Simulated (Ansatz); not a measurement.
A short molecular-dynamics run on Cl₂Ga₂H₆N₂, SMILES `[Cl][Ga@H-]1[NH2+][Ga@@H-]([Cl])[NH2+]1`.

```yaml
crystal:
  periodic: [false, false, false]
  atoms:
    - {symbol: Cl, position_ang: [-1.763677, -1.779150, 1.645929]}
    - {symbol: Ga, position_ang: [0.043831, -1.371639, 0.516804]}
    - {symbol: N, position_ang: [0.686517, 0.428955, 1.109061]}
    - {symbol: Ga, position_ang: [0.272020, 1.285047, -0.651976]}
    - {symbol: Cl, position_ang: [-1.383867, 2.642067, -0.298972]}
    - {symbol: N, position_ang: [-0.536666, -0.470031, -1.173187]}
    - {symbol: H, position_ang: [1.153840, -2.449379, 0.346367]}
    - {symbol: H, position_ang: [0.111541, 0.806673, 1.855402]}
    - {symbol: H, position_ang: [1.650884, 0.480487, 1.414475]}
    - {symbol: H, position_ang: [1.511884, 1.718543, -1.487148]}
    - {symbol: H, position_ang: [-1.547837, -0.412873, -1.240695]}
    - {symbol: H, position_ang: [-0.198470, -0.878697, -2.036060]}
basis:
  gaussian: {orbitals: def2-SVP}
magnetization: {spin_polarized: true, initial_magnetization: 0}
hamiltonian: {xc: {name: PBE}, dispersion: d3bjatm}
md: {timestep: 0.5 fs, n_steps: 20, ensemble: nvt_nose_hoover, temperature: 500, initial_velocities: maxwell_boltzmann, seed: 840}
```

```sh
$ ansatz run in.yaml --threads 2 --pin off --events-out ev --progress --plain --max-ram 32768MiB --backend cpu
```

```json
{"step": "0", "time (fs)": "0.0", "potential energy (eV)": "-132832.0774", "kinetic (eV)": "0.6463", "T (K)": "500", "conserved (eV)": "-132831.4311"}
{"step": "1", "time (fs)": "0.5", "potential energy (eV)": "-132832.0779", "kinetic (eV)": "0.6468", "T (K)": "500", "conserved (eV)": "-132831.4311"}
{"step": "2", "time (fs)": "1.0", "potential energy (eV)": "-132832.0613", "kinetic (eV)": "0.6304", "T (K)": "488", "conserved (eV)": "-132831.4309"}
{"step": "3", "time (fs)": "1.5", "potential energy (eV)": "-132832.0305", "kinetic (eV)": "0.6000", "T (K)": "464", "conserved (eV)": "-132831.4305"}
{"step": "4", "time (fs)": "2.0", "potential energy (eV)": "-132831.9916", "kinetic (eV)": "0.5615", "T (K)": "434", "conserved (eV)": "-132831.4301"}
{"step": "5", "time (fs)": "2.5", "potential energy (eV)": "-132831.9508", "kinetic (eV)": "0.5211", "T (K)": "403", "conserved (eV)": "-132831.4297"}
{"step": "6", "time (fs)": "3.0", "potential energy (eV)": "-132831.9139", "kinetic (eV)": "0.4845", "T (K)": "375", "conserved (eV)": "-132831.4295"}
{"step": "7", "time (fs)": "3.5", "potential energy (eV)": "-132831.8852", "kinetic (eV)": "0.4559", "T (K)": "353", "conserved (eV)": "-132831.4293"}
{"step": "8", "time (fs)": "4.0", "potential energy (eV)": "-132831.8667", "kinetic (eV)": "0.4374", "T (K)": "338", "conserved (eV)": "-132831.4294"}
{"step": "9", "time (fs)": "4.5", "potential energy (eV)": "-132831.8577", "kinetic (eV)": "0.4282", "T (K)": "331", "conserved (eV)": "-132831.4296"}
{"step": "10", "time (fs)": "5.0", "potential energy (eV)": "-132831.8550", "kinetic (eV)": "0.4252", "T (K)": "329", "conserved (eV)": "-132831.4299"}
{"step": "11", "time (fs)": "5.5", "potential energy (eV)": "-132831.8532", "kinetic (eV)": "0.4231", "T (K)": "327", "conserved (eV)": "-132831.4303"}
{"step": "12", "time (fs)": "6.0", "potential energy (eV)": "-132831.8470", "kinetic (eV)": "0.4167", "T (K)": "322", "conserved (eV)": "-132831.4305"}
{"step": "13", "time (fs)": "6.5", "potential energy (eV)": "-132831.8333", "kinetic (eV)": "0.4031", "T (K)": "312", "conserved (eV)": "-132831.4304"}
{"step": "14", "time (fs)": "7.0", "potential energy (eV)": "-132831.8139", "kinetic (eV)": "0.3842", "T (K)": "297", "conserved (eV)": "-132831.4300"}
{"step": "15", "time (fs)": "7.5", "potential energy (eV)": "-132831.7949", "kinetic (eV)": "0.3657", "T (K)": "283", "conserved (eV)": "-132831.4296"}
{"step": "16", "time (fs)": "8.0", "potential energy (eV)": "-132831.7833", "kinetic (eV)": "0.3543", "T (K)": "274", "conserved (eV)": "-132831.4294"}
{"step": "17", "time (fs)": "8.5", "potential energy (eV)": "-132831.7821", "kinetic (eV)": "0.3531", "T (K)": "273", "conserved (eV)": "-132831.4296"}
{"step": "18", "time (fs)": "9.0", "potential energy (eV)": "-132831.7884", "kinetic (eV)": "0.3589", "T (K)": "278", "conserved (eV)": "-132831.4301"}
{"step": "19", "time (fs)": "9.5", "potential energy (eV)": "-132831.7945", "kinetic (eV)": "0.3647", "T (K)": "282", "conserved (eV)": "-132831.4306"}
{"step": "20", "time (fs)": "10.0", "potential energy (eV)": "-132831.7931", "kinetic (eV)": "0.3632", "T (K)": "281", "conserved (eV)": "-132831.4308"}
```

Velocities are drawn at the set temperature; a run this short doesn't reach equilibrium.

Frames (Å, forces in eV/Å):

```xyz
12
time=0.0 fs
Cl   -1.764   -1.779    1.646   -0.258   -0.053    0.159
Ga    0.044   -1.372    0.517    0.125   -0.207    0.014
N     0.687    0.429    1.109   -0.128   -0.176   -0.424
Ga    0.272    1.285   -0.652    0.154    0.130   -0.134
Cl   -1.384    2.642   -0.299   -0.237    0.188    0.053
N    -0.537   -0.470   -1.173    0.290    0.131    0.355
H     1.154   -2.449    0.346    0.117   -0.109   -0.020
H     0.112    0.807    1.855   -0.379    0.249    0.491
H     1.651    0.480    1.414    0.644    0.043    0.224
H     1.512    1.719   -1.487    0.130    0.041   -0.086
H    -1.548   -0.413   -1.241   -0.666    0.038   -0.044
H    -0.198   -0.879   -2.036    0.208   -0.277   -0.589
12
time=0.5 fs
Cl   -1.764   -1.781    1.646   -0.252   -0.048    0.150
Ga    0.043   -1.369    0.517    0.265   -0.426    0.016
N     0.688    0.427    1.106   -0.104   -0.093   -0.219
Ga    0.271    1.285   -0.652    0.122    0.139   -0.072
Cl   -1.382    2.640   -0.300   -0.282    0.228    0.062
N    -0.536   -0.467   -1.170    0.660   -0.191   -0.360
H     1.163   -2.463    0.354   -0.048    0.060   -0.007
H     0.119    0.806    1.863   -0.241    0.173    0.343
H     1.659    0.469    1.402    0.511    0.053    0.204
H     1.512    1.724   -1.471    0.201    0.058   -0.151
H    -1.543   -0.417   -1.252   -0.848    0.067   -0.013
H    -0.193   -0.869   -2.054    0.016   -0.020    0.046
12
time=1.0 fs
Cl   -1.765   -1.783    1.647   -0.245   -0.043    0.141
Ga    0.042   -1.367    0.517    0.392   -0.636    0.024
N     0.689    0.425    1.104   -0.039    0.006    0.036
Ga    0.270    1.285   -0.652    0.097    0.149   -0.016
Cl   -1.380    2.637   -0.300   -0.328    0.267    0.071
N    -0.535   -0.464   -1.167    0.898   -0.459   -1.019
H     1.171   -2.476    0.363   -0.199    0.218    0.001
H     0.126    0.807    1.871   -0.080    0.080    0.159
H     1.668    0.457    1.390    0.314    0.063    0.168
H     1.512    1.729   -1.455    0.265    0.074   -0.209
H    -1.540   -0.422   -1.264   -0.922    0.088    0.021
H    -0.187   -0.860   -2.071   -0.155    0.191    0.622
12
time=1.5 fs
Cl   -1.765   -1.785    1.647   -0.238   -0.037    0.132
Ga    0.042   -1.365    0.517    0.502   -0.831    0.036
N     0.691    0.423    1.101    0.061    0.109    0.311
Ga    0.269    1.284   -0.652    0.083    0.163    0.031
Cl   -1.378    2.635   -0.301   -0.374    0.307    0.080
N    -0.534   -0.461   -1.165    0.979   -0.661   -1.584
H     1.179   -2.489    0.371   -0.334    0.359    0.006
H     0.132    0.807    1.879    0.084   -0.018   -0.038
H     1.678    0.446    1.378    0.079    0.076    0.126
H     1.513    1.735   -1.439    0.320    0.087   -0.260
H    -1.539   -0.426   -1.275   -0.874    0.102    0.064
H    -0.181   -0.850   -2.087   -0.287    0.344    1.096
12
time=2.0 fs
Cl   -1.766   -1.787    1.648   -0.231   -0.032    0.123
Ga    0.041   -1.362    0.517    0.593   -1.009    0.052
N     0.692    0.421    1.099    0.182    0.203    0.575
Ga    0.268    1.284   -0.652    0.082    0.180    0.070
Cl   -1.376    2.633   -0.302   -0.420    0.346    0.089
N    -0.533   -0.458   -1.162    0.905   -0.798   -2.039
H     1.187   -2.501    0.379   -0.449    0.483    0.007
H     0.139    0.807    1.888    0.233   -0.111   -0.227
H     1.689    0.434    1.366   -0.165    0.092    0.085
H     1.515    1.740   -1.424    0.362    0.096   -0.302
H    -1.540   -0.430   -1.287   -0.716    0.113    0.120
H    -0.176   -0.839   -2.101   -0.376    0.435    1.447
12
time=2.5 fs
Cl   -1.766   -1.789    1.649   -0.224   -0.026    0.113
Ga    0.040   -1.360    0.518    0.665   -1.167    0.071
N     0.694    0.420    1.096    0.313    0.280    0.806
Ga    0.267    1.284   -0.652    0.096    0.201    0.098
Cl   -1.374    2.631   -0.302   -0.466    0.386    0.098
N    -0.532   -0.456   -1.160    0.704   -0.877   -2.381
H     1.193   -2.512    0.387   -0.546    0.589    0.004
H     0.146    0.808    1.896    0.356   -0.189   -0.389
H     1.698    0.423    1.355   -0.392    0.112    0.051
H     1.518    1.746   -1.410    0.388    0.100   -0.332
H    -1.543   -0.433   -1.298   -0.475    0.122    0.190
H    -0.172   -0.827   -2.111   -0.420    0.470    1.674
12
time=3.0 fs
Cl   -1.767   -1.791    1.649   -0.215   -0.020    0.103
Ga    0.040   -1.358    0.518    0.717   -1.306    0.092
N     0.695    0.418    1.094    0.440    0.336    0.985
Ga    0.266    1.284   -0.652    0.127    0.226    0.117
Cl   -1.372    2.629   -0.303   -0.512    0.426    0.107
N    -0.530   -0.453   -1.159    0.417   -0.907   -2.608
H     1.198   -2.521    0.395   -0.623    0.675   -0.002
H     0.154    0.807    1.903    0.444   -0.247   -0.513
H     1.707    0.413    1.344   -0.582    0.133    0.027
H     1.521    1.753   -1.397    0.398    0.097   -0.352
H    -1.547   -0.436   -1.308   -0.189    0.132    0.269
H    -0.169   -0.814   -2.117   -0.422    0.455    1.777
12
time=3.5 fs
Cl   -1.767   -1.793    1.650   -0.207   -0.013    0.092
Ga    0.039   -1.355    0.518    0.751   -1.424    0.113
N     0.697    0.416    1.092    0.552    0.367    1.102
Ga    0.265    1.284   -0.652    0.174    0.255    0.128
Cl   -1.371    2.626   -0.304   -0.557    0.465    0.115
N    -0.529   -0.451   -1.157    0.082   -0.893   -2.715
H     1.201   -2.529    0.403   -0.681    0.743   -0.010
H     0.164    0.806    1.908    0.493   -0.280   -0.589
H     1.715    0.402    1.333   -0.719    0.155    0.015
H     1.526    1.759   -1.384    0.389    0.087   -0.360
H    -1.552   -0.439   -1.318    0.104    0.144    0.352
H    -0.167   -0.800   -2.118   -0.381    0.394    1.757
12
time=4.0 fs
Cl   -1.768   -1.795    1.650   -0.197   -0.005    0.081
Ga    0.039   -1.353    0.518    0.766   -1.521    0.135
N     0.698    0.414    1.090    0.640    0.374    1.151
Ga    0.264    1.283   -0.652    0.238    0.287    0.130
Cl   -1.369    2.624   -0.304   -0.601    0.504    0.124
N    -0.527   -0.449   -1.157   -0.266   -0.840   -2.695
H     1.203   -2.535    0.411   -0.721    0.792   -0.021
H     0.174    0.805    1.913    0.501   -0.287   -0.611
H     1.721    0.392    1.322   -0.794    0.176    0.017
H     1.531    1.766   -1.373    0.362    0.071   -0.358
H    -1.556   -0.442   -1.327    0.371    0.158    0.433
H    -0.166   -0.785   -2.116   -0.299    0.291    1.616
12
time=4.5 fs
Cl   -1.768   -1.797    1.651   -0.188    0.003    0.069
Ga    0.038   -1.351    0.518    0.764   -1.597    0.155
N     0.700    0.413    1.088    0.700    0.357    1.131
Ga    0.263    1.283   -0.652    0.317    0.322    0.125
Cl   -1.367    2.622   -0.305   -0.645    0.543    0.132
N    -0.526   -0.447   -1.156   -0.605   -0.749   -2.539
H     1.203   -2.539    0.419   -0.744    0.824   -0.033
H     0.186    0.802    1.916    0.470   -0.267   -0.578
H     1.724    0.382    1.311   -0.802    0.194    0.030
H     1.537    1.773   -1.362    0.319    0.049   -0.347
H    -1.560   -0.444   -1.335    0.587    0.172    0.505
H    -0.166   -0.770   -2.110   -0.173    0.151    1.349
12
time=5.0 fs
Cl   -1.769   -1.799    1.651   -0.178    0.011    0.057
Ga    0.038   -1.349    0.518    0.746   -1.653    0.174
N     0.702    0.411    1.086    0.726    0.318    1.044
Ga    0.262    1.283   -0.652    0.409    0.359    0.116
Cl   -1.365    2.620   -0.306   -0.688    0.581    0.140
N    -0.524   -0.445   -1.157   -0.919   -0.623   -2.239
H     1.202   -2.542    0.427   -0.750    0.838   -0.047
H     0.198    0.799    1.917    0.403   -0.221   -0.491
H     1.726    0.373    1.300   -0.741    0.208    0.054
H     1.544    1.780   -1.352    0.261    0.020   -0.328
H    -1.562   -0.446   -1.342    0.736    0.186    0.563
H    -0.166   -0.754   -2.100   -0.005   -0.024    0.957
12
time=5.5 fs
Cl   -1.770   -1.801    1.652   -0.168    0.020    0.045
Ga    0.037   -1.347    0.518    0.711   -1.689    0.192
N     0.704    0.410    1.085    0.717    0.262    0.896
Ga    0.261    1.283   -0.651    0.511    0.397    0.103
Cl   -1.364    2.618   -0.306   -0.730    0.618    0.148
N    -0.523   -0.443   -1.157   -1.198   -0.467   -1.802
H     1.198   -2.542    0.435   -0.739    0.835   -0.062
H     0.212    0.796    1.917    0.304   -0.151   -0.353
H     1.727    0.365    1.289   -0.614    0.216    0.086
H     1.552    1.787   -1.343    0.192   -0.013   -0.303
H    -1.562   -0.447   -1.348    0.810    0.199    0.603
H    -0.166   -0.738   -2.088    0.204   -0.227    0.449
12
time=6.0 fs
Cl   -1.770   -1.803    1.653   -0.158    0.030    0.032
Ga    0.037   -1.345    0.519    0.661   -1.704    0.207
N     0.706    0.408    1.084    0.671    0.194    0.699
Ga    0.260    1.283   -0.651    0.621    0.435    0.088
Cl   -1.362    2.616   -0.307   -0.772    0.654    0.155
N    -0.522   -0.442   -1.158   -1.428   -0.293   -1.254
H     1.193   -2.540    0.443   -0.712    0.814   -0.078
H     0.226    0.792    1.917    0.181   -0.062   -0.175
H     1.725    0.356    1.279   -0.428    0.218    0.124
H     1.560    1.794   -1.334    0.115   -0.050   -0.275
H    -1.561   -0.448   -1.352    0.804    0.208    0.620
H    -0.165   -0.722   -2.075    0.444   -0.444   -0.145
12
time=6.5 fs
Cl   -1.771   -1.805    1.653   -0.148    0.040    0.020
Ga    0.036   -1.343    0.519    0.596   -1.700    0.222
N     0.708    0.407    1.083    0.591    0.121    0.471
Ga    0.259    1.283   -0.651    0.735    0.472    0.072
Cl   -1.361    2.614   -0.308   -0.812    0.690    0.163
N    -0.521   -0.440   -1.159   -1.588   -0.119   -0.650
H     1.186   -2.536    0.450   -0.668    0.775   -0.095
H     0.241    0.788    1.916    0.045    0.039    0.031
H     1.723    0.349    1.269   -0.196    0.214    0.164
H     1.569    1.801   -1.327    0.032   -0.088   -0.244
H    -1.557   -0.449   -1.354    0.720    0.214    0.613
H    -0.164   -0.708   -2.063    0.692   -0.657   -0.765
12
time=7.0 fs
Cl   -1.772   -1.806    1.654   -0.138    0.051    0.008
Ga    0.036   -1.342    0.519    0.516   -1.677    0.235
N     0.711    0.405    1.082    0.483    0.051    0.235
Ga    0.258    1.283   -0.651    0.851    0.508    0.056
Cl   -1.359    2.612   -0.308   -0.852    0.725    0.170
N    -0.521   -0.438   -1.160   -1.647    0.031   -0.080
H     1.177   -2.531    0.458   -0.607    0.717   -0.112
H     0.256    0.784    1.915   -0.092    0.142    0.242
H     1.720    0.341    1.259    0.064    0.204    0.202
H     1.577    1.807   -1.319   -0.051   -0.127   -0.214
H    -1.552   -0.449   -1.356    0.559    0.215    0.580
H    -0.161   -0.695   -2.052    0.914   -0.839   -1.324
12
time=7.5 fs
Cl   -1.772   -1.808    1.654   -0.129    0.062   -0.004
Ga    0.036   -1.340    0.519    0.420   -1.634    0.248
N     0.713    0.404    1.081    0.357   -0.005    0.020
Ga    0.258    1.282   -0.651    0.966    0.541    0.041
Cl   -1.358    2.610   -0.309   -0.892    0.759    0.178
N    -0.520   -0.437   -1.162   -1.568    0.129    0.353
H     1.167   -2.523    0.465   -0.528    0.639   -0.129
H     0.271    0.781    1.915   -0.215    0.236    0.436
H     1.718    0.335    1.249    0.326    0.189    0.235
H     1.586    1.813   -1.313   -0.133   -0.166   -0.184
H    -1.545   -0.448   -1.355    0.331    0.212    0.522
H    -0.155   -0.685   -2.044    1.065   -0.963   -1.716
12
time=8.0 fs
Cl   -1.773   -1.810    1.655   -0.121    0.073   -0.016
Ga    0.035   -1.338    0.519    0.308   -1.572    0.261
N     0.716    0.403    1.080    0.228   -0.037   -0.144
Ga    0.257    1.282   -0.651    1.078    0.572    0.026
Cl   -1.356    2.609   -0.309   -0.930    0.793    0.185
N    -0.521   -0.435   -1.163   -1.325    0.156    0.561
H     1.156   -2.514    0.472   -0.430    0.541   -0.145
H     0.285    0.778    1.915   -0.310    0.309    0.585
H     1.716    0.329    1.240    0.562    0.173    0.260
H     1.594    1.819   -1.307   -0.211   -0.202   -0.157
H    -1.538   -0.447   -1.354    0.048    0.203    0.439
H    -0.148   -0.676   -2.041    1.104   -1.008   -1.855
12
time=8.5 fs
Cl   -1.774   -1.812    1.655   -0.114    0.083   -0.026
Ga    0.035   -1.336    0.520    0.180   -1.491    0.273
N     0.718    0.401    1.079    0.115   -0.040   -0.230
Ga    0.256    1.282   -0.651    1.184    0.598    0.013
Cl   -1.355    2.607   -0.310   -0.968    0.826    0.192
N    -0.521   -0.433   -1.164   -0.918    0.108    0.507
H     1.144   -2.504    0.478   -0.315    0.423   -0.162
H     0.299    0.776    1.918   -0.365    0.351    0.667
H     1.715    0.323    1.232    0.740    0.158    0.272
H     1.601    1.825   -1.301   -0.282   -0.234   -0.134
H    -1.530   -0.445   -1.351   -0.267    0.189    0.338
H    -0.137   -0.670   -2.042    1.010   -0.972   -1.711
12
time=9.0 fs
Cl   -1.774   -1.814    1.656   -0.107    0.094   -0.036
Ga    0.034   -1.335    0.520    0.037   -1.390    0.286
N     0.721    0.400    1.078    0.039   -0.011   -0.222
Ga    0.255    1.282   -0.651    1.282    0.621    0.001
Cl   -1.354    2.605   -0.310   -1.005    0.858    0.200
N    -0.521   -0.432   -1.165   -0.387   -0.002    0.224
H     1.131   -2.493    0.484   -0.182    0.284   -0.177
H     0.311    0.774    1.921   -0.377    0.356    0.667
H     1.717    0.317    1.225    0.837    0.147    0.272
H     1.608    1.830   -1.295   -0.344   -0.263   -0.114
H    -1.523   -0.443   -1.348   -0.582    0.172    0.225
H    -0.124   -0.666   -2.047    0.790   -0.867   -1.324
12
time=9.5 fs
Cl   -1.775   -1.816    1.657   -0.102    0.105   -0.045
Ga    0.034   -1.333    0.520   -0.121   -1.272    0.297
N     0.723    0.398    1.076    0.015    0.049   -0.119
Ga    0.255    1.282   -0.651    1.373    0.638   -0.009
Cl   -1.353    2.603   -0.311   -1.042    0.889    0.207
N    -0.522   -0.430   -1.166    0.194   -0.150   -0.208
H     1.117   -2.481    0.490   -0.033    0.127   -0.192
H     0.323    0.774    1.927   -0.346    0.323    0.583
H     1.720    0.312    1.218    0.837    0.144    0.258
H     1.614    1.834   -1.290   -0.397   -0.286   -0.100
H    -1.518   -0.441   -1.344   -0.858    0.153    0.111
H    -0.109   -0.665   -2.055    0.480   -0.721   -0.782
12
time=10.0 fs
Cl   -1.776   -1.818    1.657   -0.097    0.115   -0.054
Ga    0.034   -1.332    0.520   -0.289   -1.139    0.307
N     0.726    0.397    1.075    0.050    0.133    0.065
Ga    0.254    1.282   -0.651    1.453    0.650   -0.018
Cl   -1.351    2.602   -0.312   -1.078    0.919    0.215
N    -0.522   -0.428   -1.167    0.736   -0.310   -0.693
H     1.104   -2.469    0.495    0.128   -0.045   -0.206
H     0.334    0.774    1.933   -0.283    0.258    0.427
H     1.725    0.308    1.211    0.742    0.149    0.233
H     1.619    1.838   -1.285   -0.438   -0.305   -0.090
H    -1.514   -0.438   -1.340   -1.053    0.133    0.005
H    -0.093   -0.665   -2.065    0.127   -0.559   -0.191
```

Hardware: 2 threads of an AMD EPYC 7R13 on a shared host. Wall time 2.2 min, peak host memory 0.69 GiB.
